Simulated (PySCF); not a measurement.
AlF2Cl, SMILES [F][Al]([Cl])[F].

Geometry: PBE0-D3(BJ)/def2-SVP.

Calculation: PySCF with PBE0-D3(BJ)/def2-SVP.

Frequencies are harmonic and unscaled.

Computed normal modes with their intensities:
```json
[
 {"mode": "1", "ν (cm⁻¹)": "188", "IR (km/mol)": "15.2", "Raman (Å⁴/amu)": "1.5", "depolarisation": "0.75", "moving atoms (share of kinetic energy)": "F 57 %, Cl 24 %, Al 19 %"},
 {"mode": "2", "ν (cm⁻¹)": "235", "IR (km/mol)": "34.5", "Raman (Å⁴/amu)": "0.8", "depolarisation": "0.67", "moving atoms (share of kinetic energy)": "F 74 %, Cl 18 %"},
 {"mode": "3", "ν (cm⁻¹)": "264", "IR (km/mol)": "101.0", "Raman (Å⁴/amu)": "0.7", "depolarisation": "0.75", "moving atoms (share of kinetic energy)": "Al 70 %, F 25 %"},
 {"mode": "4", "ν (cm⁻¹)": "518", "IR (km/mol)": "41.0", "Raman (Å⁴/amu)": "6.1", "depolarisation": "0.11", "moving atoms (share of kinetic energy)": "Cl 44 %, F 34 %, Al 22 %"},
 {"mode": "5", "ν (cm⁻¹)": "853", "IR (km/mol)": "162.0", "Raman (Å⁴/amu)": "1.5", "depolarisation": "0.20", "moving atoms (share of kinetic energy)": "F 53 %, Al 43 %"},
 {"mode": "6", "ν (cm⁻¹)": "982", "IR (km/mol)": "128.8", "Raman (Å⁴/amu)": "0.3", "depolarisation": "0.75", "moving atoms (share of kinetic energy)": "Al 52 %, F 48 %"}
]
```
